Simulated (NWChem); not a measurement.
Molecule: Si₂NH₅O; SMILES O1[SiH2]N[SiH2]1

```xyz
9

N      0.0000     0.0000     1.2031
Si     1.2453     0.0000    -0.0404
O      0.0000     0.0000    -1.2158
Si    -1.2453     0.0000    -0.0404
H      0.0000     0.0000     2.2220
H      2.1189     1.2221    -0.1138
H      2.1189    -1.2221    -0.1138
H     -2.1189    -1.2221    -0.1138
H     -2.1189     1.2221    -0.1138
```
Atoms are numbered in this order, from 1.

Level: PBE-D3(BJ)/def2-SVP (NWChem), optimised geometry, unscaled harmonic frequencies. 

| frequency (cm⁻¹) | IR intensity (km/mol) |
|---|---|
| 171 | 21.9 |
| 310 | 75.8 |
| 523 | 2.6 |
| 551 | 7.3 |
| 571 | 0.0 |
| 653 | 0.0 |
| 660 | 0.0 |
| 683 | 123.3 |
| 708 | 0.6 |
| 783 | 98.3 |
| 836 | 142.1 |
| 854 | 9.2 |
| 967 | 86.1 |
| 971 | 333.1 |
| 995 | 376.2 |
| 1005 | 11.1 |
| 2158 | 296.2 |
| 2159 | 0.0 |
| 2162 | 360.7 |
| 2171 | 2.9 |
| 3586 | 37.1 |

```yaml
zero_point_energy: 33.5 kcal/mol
thermal correction to the enthalpy at 298.15 K (with zero-point energy): 37.5 kcal/mol
heat capacity Cv: 19.9 cal/(mol K)
entropy at 298.15 K and 1 atm (symmetry number 2): 71.0 cal/(mol K)
dipole_moment: 2.17 D
```

Rigid rotor and harmonic oscillator.
